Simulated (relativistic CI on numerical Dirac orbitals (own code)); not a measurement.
## Ligand-field terms of d8

Computed with a parametric ligand-field model of a d^n configuration (Racah B and C, spin-orbit zeta, crystal field), exact diagonalisation.

Field parameters in Wybourne normalisation: Oh B⁴₀ = 21Dq, B⁴₄ = √(5/14) B⁴₀. The field is a parameter set, without covalency.

**Question.** Lowest levels for B = 570, C = 2720, ζ = 480 cm⁻¹, Oh, 10Dq = 20000 cm⁻¹?

**Answer.** T2 0 (S 1.00), E 9879 (S 0.01), A1 18020 (S 0.01), E 19882 (S 1.00), T1 19883 (S 1.00), T2 20137 (S 1.00), A2 20270 (S 1.00), T2 26115 (S 1.00), T1 26125 (S 1.00) cm⁻¹, with S from ⟨S²⟩ = S(S + 1). The ground level has 2.00 electrons in the cubic e pair.

**Question.** Lowest levels for B = 700, C = 2880, ζ = 270 cm⁻¹, Oh, 10Dq = 10100 cm⁻¹?

**Answer.** T2 0 (S 1.00), E 9937 (S 0.95), T1 10038 (S 1.00), T2 10183 (S 1.00), A2 10253 (S 1.00), E 11157 (S 0.13), A1 15535 (S 0.99), T1 15696 (S 1.00), T2 15929 (S 1.00) cm⁻¹, with S from ⟨S²⟩ = S(S + 1). The ground level has 2.00 electrons in the cubic e pair.

**Question.** Lowest levels for B = 450, C = 1700, ζ = 2500 cm⁻¹, Oh, 10Dq = 33350 cm⁻¹?

**Answer.** T2 0 (S 1.00), E 6844 (S 0.04), A1 13315 (S 0.04), E 32307 (S 1.00), T1 32498 (S 0.98), T2 33810 (S 0.96), A2 35108 (S 1.00), T2 38417 (S 0.90), E 39410 (S 0.98) cm⁻¹, with S from ⟨S²⟩ = S(S + 1). The ground level has 2.01 electrons in the cubic e pair.

**Question.** Lowest levels for B = 560, C = 2740, ζ = 1300 cm⁻¹, Oh, 10Dq = 30250 cm⁻¹?

**Answer.** T2 0 (S 1.00), E 9832 (S 0.02), A1 18496 (S 0.02), E 29849 (S 1.00), T1 29903 (S 1.00), T2 30614 (S 1.00), A2 31050 (S 1.00), T2 36487 (S 0.98), E 36759 (S 0.99) cm⁻¹, with S from ⟨S²⟩ = S(S + 1). The ground level has 2.00 electrons in the cubic e pair.

**Question.** Lowest levels for B = 700, C = 3290, ζ = 420 cm⁻¹, Oh, 10Dq = 34300 cm⁻¹?

**Answer.** T2 0 (S 1.00), E 12088 (S 0.00), A1 22595 (S 0.00), E 34191 (S 1.00), T1 34194 (S 1.00), T2 34411 (S 1.00), A2 34524 (S 1.00), T2 42054 (S 1.00), E 42079 (S 1.00) cm⁻¹, with S from ⟨S²⟩ = S(S + 1). The ground level has 2.00 electrons in the cubic e pair.
